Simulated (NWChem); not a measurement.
**Atomisation of C2H2F2OSi**

SMILES: C1=C([Si@H](F)O1)F
```xyz
8

F      2.0939    -0.3136     0.9516
C      0.9873     0.0808     0.3497
C      0.7564     1.1703    -0.4105
O     -0.5817     1.1703    -0.7856
Si    -0.8298    -0.2056     0.2104
F     -1.4077    -1.4672    -0.6065
H      1.3843     2.0033    -0.7415
H     -1.7512     0.0333     1.3399
```
Charge 0, spin multiplicity 1.

The numbers come from NWChem runs, not from measurements. The geometry was optimised at PBE0/def2-SVP, a minimum by its harmonic frequencies. It is one conformer; others weren't searched.

Basis set: def2-SVP. The atomisation energy is electronic alone: no zero-point, thermal, spin-orbit or counterpoise terms. No value is extrapolated to the basis-set limit. Free atoms are single determinants with multiplicities F 2, C 3, O 3, Si 3, H 2. Correlated methods freeze the same cores in atoms and molecule, 10 orbitals in all.

B3LYP has NWChem's definition, with VWN1-RPA local correlation. The structure started from a generated list of species. The stability of the SCF solutions was not checked. Open-shell Hartree-Fock references start from PBE0 orbitals.

Problem. Order these methods by the atomisation energy they give, lowest first: r2SCAN, MP2, HF, PBE, B3LYP.

Solution. HF (558.0 kcal/mol), MP2 (789.1 kcal/mol), B3LYP (806.2 kcal/mol), r2SCAN (819.2 kcal/mol), PBE (848.3 kcal/mol)
